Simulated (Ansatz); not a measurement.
`[OH][Mo]([OH])([OH])(=[S])[Cl]`, charge 0, multiplicity 1.

(1) Give a relaxed structure at PBE0-D4/def2-TZVP (the Gaussian-basis code of Ansatz). (An estimate is asked.)

Answers

(1) Computed: 
```xyz
9

O     1.4618    0.6757    0.8351
Mo   -0.0492   -0.1521    0.1308
O    -1.2426   -0.3134   -1.2880
O    -1.2087    0.9116    1.1128
S    -0.0382   -2.0442    0.9997
Cl    1.4649   -0.2254   -1.7633
H     2.2322    0.8426    0.2823
H    -0.9273   -0.3105   -2.1977
H    -1.6931    0.6157    1.8883
```
Point group Cs.
This is one stationary point; other conformers may exist.
